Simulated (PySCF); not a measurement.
Two species compared at the same levels of theory.

First species: C7H12O2Si.
SMILES: `C=C[C@](C=O)(C[SiH3])C(C)=O`

Second species: C₇H₇FSSi.
SMILES: `FC1=C(C#CCS)[SiH2]C=C1`

Levels: PBE0/pcSseg-1 for dipole moment, HOMO energy, LUMO energy and HOMO–LUMO gap; GFN2-xTB for rotational constant A and rotational constant C. Geometries: GFN2-xTB. Each species is one conformer at its optimised geometry, gas phase, non-relativistic unless stated. Electronic properties by PySCF.

The conformers computed, where there is a choice (atom-mapped SMILES and torsion angles):
- `[CH2:1]=[CH:2][C@:3]([CH:4]=[O:5])([CH2:6][SiH3:7])[C:8]([CH3:9])=[O:10]`: C1–C2–C3–C4 -77°, C2–C3–C4–O5 -95°, C2–C3–C6–Si7 74°, C2–C3–C8–C9 70°
- `[F:1][C:2]1=[C:3]([C:4]#[C:5][CH2:6][SH:7])[SiH2:8][CH:9]=[CH:10]1`: H–S7–C6–C5 -59°

Values for the first species:

* Dipole moment: 3.43 D
* HOMO energy: -7.36 eV
* LUMO energy: -1.33 eV
* HOMO–LUMO gap: 6.03 eV
* Rotational constant A: 1.660 GHz
* Rotational constant C: 0.787 GHz

(1) Estimate the same properties for the second species, and the change in each.

Results:

(1) 
| property | first | second | second less first |
| --- | --- | --- | --- |
| dipole moment | 3.43 D | 2.02 D | -1.41 D |
| HOMO energy | -7.36 eV | -6.35 eV | +1.01 eV |
| LUMO energy | -1.33 eV | -2.09 eV | -0.76 eV |
| HOMO–LUMO gap | 6.03 eV | 4.26 eV | -1.77 eV |
| rotational constant A | 1.660 GHz | 1.951 GHz | +0.291 GHz |
| rotational constant C | 0.787 GHz | 0.354 GHz | -0.433 GHz |

On the first: The dipole matches unit charges of opposite sign 0.71 Å apart (1 e·Å = 4.8032 D).

On the second: The dipole equals about 6.7 × 10⁻³⁰ C·m (1 D = 3.33564 × 10⁻³⁰ C·m).
